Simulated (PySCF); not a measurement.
## Tc (technetium, neutral) across methods

[Kr] 4d7, high-spin 4F determinant (an excited configuration). Calculation: PySCF 2.14, in aug-cc-pwCVTZ-PP with ECP28MDF (8s8p7d4f3g, 122 functions); a scalar-relativistic core potential.

```csv
method,E (hartree),mean ε 4p β (eV),mean ε 4d α (eV),mean ε 4d β (eV),Σ⟨r²⟩ (bohr²),⟨S²⟩
UHF,-79.71521,-47.875,-7.571,-5.217,45.32,3.768
B3LYP,-80.3928,-41.163,-4.293,-2.987,47.43,3.759
PBE,-80.3755,-39.095,-3.384,-2.075,48.16,3.758
r2SCAN,-80.3826,-39.862,-3.489,-1.989,47.46,3.766
M06-L,-80.4025,-39.499,-3.121,-1.875,46.60,3.770
PBE0,-80.3516,-41.471,-4.505,-3.001,46.86,3.758
LDA,-80.1818,-39.232,-3.571,-2.161,48.21,3.758
```

Task: Estimate the same row for BP86.

Result: E (hartree) = -80.4490; mean ε 4p β (eV) = -39.291; mean ε 4d α (eV) = -3.499; mean ε 4d β (eV) = -2.271; Σ⟨r²⟩ (bohr²) = 47.96; ⟨S²⟩ = 3.757.

Energies and moments cover only the electrons outside the core potential.
